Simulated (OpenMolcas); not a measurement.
Computed levels of 3s2 3p4 in ions with 16 electrons, in cm-1 above 3P2.

| Quantity | Value |
| --- | --- |
| Program | OpenMolcas 26.06 |
| Method | RASSCF |
| Basis | ANO-R3 |
| Scalar Hamiltonian | X2C, finite nucleus |
| Spin-orbit coupling | RASSI with atomic mean-field integrals over the reference wave functions, term energies averaged over their components |

Active space for each ion: 4 electrons in 9 orbitals (RAS2 3p; RAS3 3d 4s, at most 1 electron).

```csv
Level,S,Ar2+
3P1,369,1041
3P0,542,1495
1D2,11727,16989
1S0,28882,41534
```

Estimate 3P0, 1D2, 1S0 for Cl+ from its neighbours S and Ar2+.

3P0 is fine structure, which grows about as the fourth power of a screened charge, so the fourth roots are averaged: ((542^0.25 + 1495^0.25) / 2)^4 = 930. The calculation gives 943, so the estimate is off by -1.4 %; the measured value is 996 (NIST Handbook of Basic Atomic Spectroscopic Data).
1D2 is another term, which grows about linearly with the charge: (11727 + 16989) / 2 = 14358. The calculation gives 14432, so the estimate is off by -0.5 %; the measured value is 11654 (NIST Handbook of Basic Atomic Spectroscopic Data).
1S0 is another term, which grows about linearly with the charge: (28882 + 41534) / 2 = 35208. The calculation gives 35439, so the estimate is off by -0.7 %; the measured value is 27878 (NIST Handbook of Basic Atomic Spectroscopic Data).

With the s shell closed, the reference lacks s² → p² mixing. Without dynamic correlation excited terms often stand tens of per cent too high (terms of higher spin than the ground term too low), and those without a measured partner can miss by more than the paired ones (holds for S; Cl+). Measured partners are found by configuration, term and J. A level has none where our copy of the source lacks it or the pairing is in doubt (some pairs that miss far off the trend of their configuration count as doubtful), and it then counts in no deviation. Only configurations of the active space appear.
